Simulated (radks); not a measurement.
Results of a calculation; reference values are marked as such.
Coulomb parameter of the 5d shell of the platinum ion Pt+ in the model configuration [Xe] 4f14 5d7 6p2, as a second difference U = [E(n + 0.5) + E(n - 0.5) - 2 E(n)] / (0.5)^2 with all orbitals relaxed. "Bare": the charge of the atom changes with n. "Screened": the 6p shell takes up the change at fixed total charge, which measures U(5d,5d) + U(6p,6p) - 2 U(5d,6p). Code: a radial shooting solver on a logarithmic mesh with Libxc functionals. Model: scalar-relativistic Kohn-Sham, PBE, spin-unpolarised, spherical densities, point nucleus.

| case | configuration | E - E(n) (eV) |
|---|---|---|
| start | [Xe] 4f14 5d7 6p2 | 0.000 |
| bare +0.5 | [Xe] 4f14 5d7.5 6p2 | -9.560 |
| bare -0.5 | [Xe] 4f14 5d6.5 6p2 | 12.374 |
| screened +0.5 | [Xe] 4f14 5d7.5 6p1.5 | -5.865 |
| screened -0.5 | [Xe] 4f14 5d6.5 6p2.5 | 6.478 |

U(bare) = 11.257 eV, U(screened by 6p) = 2.450 eV, against the Slater integral F0(5d,5d) = 16.172 eV with frozen orbitals.
